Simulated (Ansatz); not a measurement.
Relaxation of AlF$_{2}$H$_{3}$O (7 atoms, charge 0, multiplicity 1), to a largest force component of 0.03 eV/Å in at most 50 steps.

Computed with RKS B3LYP/def2-SVP (Ansatz 0.2.0).

```xyz
7
Properties=species:S:1:pos:R:3:forces:R:3
Al 0.051 0.441 -0.496 -0.04 0.07 0.68
O -0.050 -0.009 2.428 0.09 0.76 -0.69
H -0.973 -0.101 2.705 0.00 -0.01 0.01
F 1.509 -0.113 -1.060 -0.01 0.00 0.01
H -1.304 -0.205 -0.919 0.01 0.01 0.00
F 0.068 1.885 0.369 0.00 -0.15 -0.15
H 0.051 0.961 2.279 -0.07 -0.69 0.14
```

Question: Where does it end, and by what steps?

Answer: The forces met the threshold. After 9 steps the energy has fallen by 0.757 eV; O2 moved furthest, 0.58 Å. Joined: Al1–O2 (2.96 → 1.99 Å).

```
step  energy less start (eV)  largest force component (eV/Å)  accepted
   0                  0.0000                           0.756       yes
   1                 -0.1692                           1.170       yes
   2                 -0.4113                           1.513       yes
   3                 -0.6524                           1.090       yes
   4                 -0.7277                           0.598       yes
   5                 -0.7499                           0.180       yes
   6                 -0.7547                           0.083       yes
   7                 -0.7560                           0.077       yes
   8                 -0.7566                           0.032       yes
   9                 -0.7568                           0.014       yes
```

```xyz
7
Properties=species:S:1:pos:R:3
Al -0.005 0.454 -0.098
O -0.022 0.106 1.859
H -0.764 -0.381 2.248
F 1.415 -0.257 -0.617
H -1.377 -0.160 -0.571
F 0.092 2.109 0.214
H 0.012 0.987 2.271
```

Whether the end is a true minimum wasn't checked by a vibrational analysis.

Run time: 27 s on 1 thread of Arm Neoverse V1, with other jobs on the host, peak memory 0.15 GiB.
